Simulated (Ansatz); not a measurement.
`O[SiH]([SiH3])Cl` → silanol + `[SiH]Cl` at 298.15 K and 1 bar (silylene formation by 1,1-elimination).

Computed with Ansatz on PBE0-D4/def2-TZVP structures; ΔE is electronic, products minus reactants. CCSD(T)/CBS is the MP2 limit (def2-TZVPP, def2-QZVPP) plus CCSD(T) − MP2 in def2-TZVPP, frozen cores. This one scheme is used for every species. One conformer a species, not always the lowest.

```tsv
species	CCSD(T)/CBS energy (Eh)	H − E (kJ/mol)	S (J/(mol·K))
`O[SiH]([SiH3])Cl`	-1116.20942	151.6	352.2
`O[SiH3]`	-366.69042	113.6	257.8
`[SiH]Cl`	-749.43948	30.7	251.4
```

H − E and S are ideal-gas, rigid-rotor, harmonic terms from PBE0-D4/def2-TZVP, for one conformer and one mirror image of each species. 1 Eh = 2625.50 kJ/mol, R = 8.31446 J/(mol·K).

Q: By hand: ΔE, ΔH, ΔS and ΔG.

A: ΔE = (-366.69042) + (-749.43948) − (-1116.20942) = 0.07952 Eh = 208.8 kJ/mol. Δ(H − E) = 113.6 + 30.7 − 151.6 = -7.3, so ΔH = 201.5 kJ/mol. ΔS = 257.8 + 251.4 − 352.2 = 157.0 J/(mol·K). ΔG = 201.5 − 298.15 × (157.0)/1000 = 154.7 kJ/mol.

Q: By hand: the equilibrium constant, and the temperature at which ΔG would vanish if ΔH and ΔS stayed fixed.

A: log₁₀ K = −ΔG/(RT ln 10) = -27.1. ΔG = 0 at ΔH/ΔS = 1283 K.

The number of gas molecules changes by +1, which sets the sign of ΔS. A doubt of 5 kJ/mol in ΔE shifts log₁₀ K by 0.9 here. Other conformers and mirror images would add mixing entropy, several J/(mol·K) or more a flexible species. These are equilibria of isolated gas molecules and say nothing of rates. Largest T1 diagnostic: 0.013 (customary marks: 0.02 for closed shells, 0.045 for open ones).
